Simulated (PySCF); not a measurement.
# Correlation energy of Al (aluminium, neutral)

[Ne] 3s2 3p1, 2P determinant. Calculation: PySCF 2.14, in aug-cc-pCVTZ-DK (8s7p5d3f, 75 functions); the spin-free X2C one-electron Hamiltonian (Gaussian nucleus). Frozen: 1s2; 11 electrons correlated.

| level | correlation energy (mhartree) |
| --- | --- |
| CCSD | -334.08 |
| (T) | -4.33 |
| CCSD(T) | -338.41 |

Diagnostics: T1 = 0.012, D1 = 0.0462, largest double amplitude 0.056.

Q: Is a single reference adequate?

A: Yes: T1 lies below 0.03 and no double amplitude reaches 0.07.
